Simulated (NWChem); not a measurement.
System: CH₅AlO; SMILES C[O][AlH2]

```xyz
8

Al     0.0816    -1.1929    -0.0030
H      1.2493    -2.2565     0.0383
H     -1.4661    -1.5469    -0.0644
O      0.5628     0.4347     0.0218
C      0.0064     1.7055     0.0052
H     -1.0998     1.6943    -0.0378
H      0.2987     2.2709     0.9081
H      0.3676     2.2779    -0.8679
```
Atoms are numbered in this order, from 1.

Level: PBE0/def2-SVP (NWChem), optimised geometry, unscaled harmonic frequencies. 

```csv
frequency (cm⁻¹),IR intensity (km/mol)
109,2.1
136,6.8
198,3.8
565,116.3
622,265.4
703,6.2
800,287.2
1186,21.6
1191,0.1
1269,296.0
1473,1.8
1478,1.9
1483,24.4
1940,155.1
1977,181.3
3001,94.2
3082,47.5
3097,37.5
```

```json
{
 "zero_point_energy": "34.7 kcal/mol",
 "thermal correction to the enthalpy at 298.15 K (with zero-point energy)": "38.7 kcal/mol",
 "heat capacity Cv": "16.1 cal/(mol K)",
 "entropy at 298.15 K and 1 atm (symmetry number 1)": "71.2 cal/(mol K)",
 "dipole_moment": "0.97 D"
}
```

Rigid rotor and harmonic oscillator.
